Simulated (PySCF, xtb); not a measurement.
C₄H₅Cl₂F, SMILES FC(CC(Cl)Cl)=C. Other conformers were not sampled.

Harmonic wavenumbers (cm⁻¹) from GFN2-xTB (xtb) at its own minimum, in rising order: 33, 80, 129, 234, 250, 373, 405, 441, 607, 632, 691, 730, 867, 892, 932, 952, 1026, 1133, 1166, 1182, 1225, 1310, 1368, 1427, 1730, 2938, 2987, 2989, 3135, 3176.

What does PBE-D3(BJ)/def2-SVP run with PySCF 2.14.0 give at its own minimum? (An estimate is asked for; the answer gives what the named calculation found.)

26, 98, 139, 251, 267, 404, 408, 460, 625, 666, 704, 718, 822, 854, 920, 934, 1001, 1150, 1197, 1209, 1249, 1334, 1344, 1382, 1702, 2993, 3060, 3063, 3113, 3222. Paired by order, the mean absolute difference is 28 cm⁻¹ and the zero-point energies are 50.1 and 50.5 kcal/mol.
